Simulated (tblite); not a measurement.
Problem. What does the GFN2-xTB structure of `C=Cc1nnn(CC)c1C` look like in three dimensions?

Solution. 
```xyz
21
C7H11N3 angstrom
C      3.7941   -0.5209   -0.4285
C      2.6546    0.1190   -0.6568
C      1.4341   -0.1574    0.0649
N      1.3417   -1.0889    1.0468
N      0.1518   -1.1158    1.4992
N     -0.5845   -0.2161    0.8457
C     -1.9817   -0.0605    1.1391
C     -2.8493   -0.8568    0.1680
C      0.1767    0.4231   -0.0776
C     -0.3308    1.4890   -0.9725
H      4.6919   -0.2993   -0.9794
H      3.8465   -1.2879    0.3243
H      2.5869    0.8907   -1.4135
H     -2.1274   -0.4292    2.1569
H     -2.2400    1.0020    1.1012
H     -3.8960   -0.7520    0.4390
H     -2.5799   -1.9093    0.2082
H     -2.7176   -0.5030   -0.8518
H      0.5024    2.0243   -1.4198
H     -0.9376    1.0668   -1.7747
H     -0.9450    2.1993   -0.4193
```

Any rigid rotation of these coordinates is as good. Atoms count from 1 in this order. The 5 C–C bonds span 1.327 Å (C1=C2, drawn double) to 1.526 Å (C7–C8, drawn single), a spread of 0.199 Å. The 5-membered ring C3–N4–N5–N6–C9 has internal angles of 103.9° to 110.0° (sum 540°, against 540° for a flat polygon); it is planar, 0.00 Å rms from its mean plane, widest ring torsion 0°. The 2 N–N bonds span 1.273 Å (N4–N5, aromatic) to 1.334 Å (N5–N6, aromatic), a spread of 0.061 Å. N5 (pyridine-type nitrogen) is bent (angle 109.1°).

Bonds between heavy atoms (Å): C1=C2 1.327, C2–C3 1.445, C3–N4 1.357, N4–N5 1.273, N5–N6 1.334, N6–C7 1.436, C7–C8 1.526, N6–C9 1.357, C9–C10 1.481, C3–C9 1.392.

The geometry is computed with GFN2-xTB (gas phase).

Point group: C1 (no symmetry element, even within 0.4 Å). Its lowest GFN2-xTB frequency is 12 cm⁻¹, too small to tell a flat minimum from a shallow saddle. One conformer, not necessarily the lowest (C1–C2–C3–N4 0°, N5–N6–C7–C8 -96°).
